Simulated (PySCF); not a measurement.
This PySCF input asks for the NMR shieldings of Ga(OH)3 ([OH][Ga]([OH])[OH], GaH$_{3}$O$_{3}$); the geometry comes from PBE0-D3(BJ)/def2-SVP.

```python
import basis_set_exchange as bse
import numpy as np
from pyscf import gto, dft
from pyscf.prop import nmr

atoms = """
Ga    0.000878    0.002549    0.001295
O     1.674447    0.317108    0.498547
H     2.243068   -0.454411    0.404668
O    -1.213776    1.292637    0.082563
H    -0.857682    2.127256    0.404737
O    -0.457411   -1.609318   -0.579606
H    -1.389524   -1.675811   -0.812215
"""
names = {"Ga": "pcSseg-2", "O": "pcSseg-1", "H": "pcSseg-1"}
basis = {el: gto.basis.parse(bse.get_basis(n, elements=[el], fmt="nwchem")) for el, n in names.items()}
mol = gto.M(atom=atoms, basis=basis, charge=0, verbose=0)
mf = dft.RKS(mol, xc="PBE0")
mf.grids.level = 2
mf.grids.alignment = dft.numint.BLKSIZE   # the property module wants whole blocks of grid points
mf.conv_tol = 1e-9
mf.kernel()

calc = nmr.RKS(mf)   # GIAO
C = mf.mo_coeff
Co = C[:, mf.mo_occ > 0]
resp = mf.gen_response(singlet=True, hermi=2)
def vind(x):   # induced exchange potential for any number of trial vectors
    d = np.einsum("pi,xij,qj->xpq", C, 2 * x.reshape(-1, C.shape[1], Co.shape[1]), Co, optimize=True)
    return np.einsum("xpq,pi,qj->xij", resp(d - d.transpose(0, 2, 1)), C, Co, optimize=True).ravel()
mo1, _ = nmr.rhf.solve_mo1(calc, with_cphf=vind)
sigma = calc.kernel(mo1)
for i, s in enumerate(sigma):   # ppm
    w = np.linalg.eigvalsh((s + s.T) / 2)
    print("%2d %-2s iso %8.1f  s11 %8.1f  s22 %8.1f  s33 %8.1f" % (i, mol.atom_pure_symbol(i), w.mean(), *w))
```

Q: What are the results?

A: 
```
 0 Ga iso   1463.9  s11   1202.7  s22   1593.1  s33   1595.9
 1 O  iso    303.4  s11    258.7  s22    316.1  s33    335.5
 2 H  iso     29.7  s11     20.8  s22     24.4  s33     44.0
 3 O  iso    303.6  s11    259.0  s22    316.3  s33    335.7
 4 H  iso     29.7  s11     20.8  s22     24.3  s33     44.0
 5 O  iso    303.5  s11    259.0  s22    315.9  s33    335.6
 6 H  iso     29.7  s11     20.8  s22     24.3  s33     44.0
```

These numbers come from an equivalent density-fitted implementation of the same equations, which agrees with the script to about 0.01 ppm for H and up to a few tenths of a ppm for heavy atoms, so last digits may differ.

Q: Turn these shieldings into chemical shifts. Referencing at the same level of theory: ⁷¹Ga (σ = 1817.03 ppm) vs [Ga(H2O)6]3+; ¹⁷O (σ = 334.56 ppm) vs H2O; ¹H (σ = 31.27 ppm) vs TMS.

A: Averaging equivalent atoms: Ga 0: 353; O 1/3/5: 31.0; H 2/4/6: 1.56 ppm. Experimental scales use liquid or dissolved standards, which lie at an offset from isolated H2O (liquid H2O: subtract about 36 ppm).

Relativistic effects, spin–orbit coupling among them, are left out; they matter for Ga and for the light atoms bonded to it.

Size and cost of the density-fitted run: 129 basis functions, 14 s wall time on 1 thread of an Arm Neoverse N1, shared host.
